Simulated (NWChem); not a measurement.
C2H4N2Si; SMILES N#C/N=C\[SiH3]

```xyz
9

N     -0.9506    -2.2635     0.0002
C     -0.0297    -1.5506     0.0001
N      1.0966    -0.8385     0.0001
C      1.0830     0.4450    -0.0006
Si    -0.4666     1.5719    -0.0019
H      2.0834     0.9092    -0.0003
H     -1.2614     1.2828     1.2258
H      0.0033     2.9855    -0.0084
H     -1.2669     1.2729    -1.2235
```
Atoms are numbered in this order, from 1.

Level: PBE0/def2-SVP (NWChem), optimised geometry, unscaled harmonic frequencies. 

**Question.** List the harmonic frequencies with IR intensities, and the thermochemistry.

**Answer.** 
```
frequency (cm⁻¹)  IR intensity (km/mol)
----------------  ---------------------
38                                  0.1
109                                 3.5
273                                 0.0
317                                 5.6
483                                19.1
573                                22.8
625                                11.2
666                                 7.6
769                                34.5
896                               169.0
922                                32.7
926                                40.3
934                                33.7
1001                                7.2
1371                               11.3
1708                               32.5
2250                               25.0
2262                               61.1
2268                               83.2
2350                               34.1
3116                                6.3
```

zero-point energy: 34.1 kcal/mol
thermal correction to the enthalpy at 298.15 K (with zero-point energy): 38.6 kcal/mol
heat capacity Cv: 20.6 cal/(mol K)
entropy at 298.15 K and 1 atm (symmetry number 1): 80.0 cal/(mol K)
dipole moment: 4.30 D

Rigid rotor and harmonic oscillator; modes under 100 cm⁻¹ make the entropy uncertain.
